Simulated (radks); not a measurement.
Results of a calculation; reference values are marked as such.
All-electron atom: B III in [He] 2s1. Level of theory: non-relativistic Kohn-Sham, LB94 model potential, spin-polarised, spherical densities, point nucleus; open shells are filled with parallel spins first (a radial shooting solver on a logarithmic mesh with Libxc functionals).

Unscreened Slater integrals over Kohn-Sham orbitals (cm^-1). They are taken over the spin-up orbitals.

| integral | value |
|---|---|
| F0(2s,2s) | 121460 |
| F0(2s,1s) | 170110 |
| G0(2s,1s) | 13398 |
| F0(1s,1s) | 636310 |
